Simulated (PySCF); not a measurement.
## Correlation energy of P (phosphorus, neutral)

[Ne] 3s2 3p3, high-spin 4S determinant. Computed with PySCF 2.14 in dyall-acv3z (19s12p6d4f, 113 functions), with the spin-free X2C one-electron Hamiltonian (Gaussian nucleus). Frozen: [Ne]; 5 electrons correlated; the 26 highest virtual orbitals of each spin left out.

```
  level  correlation energy (mhartree)
   CCSD                        -103.20
    (T)                          -4.21
CCSD(T)                        -107.41
```

Diagnostics: T1 = 0.0048, D1 = 0.0099, largest double amplitude 0.036.

Q: Is a single reference adequate?

A: Yes: T1 lies below 0.03 and no double amplitude reaches 0.07.
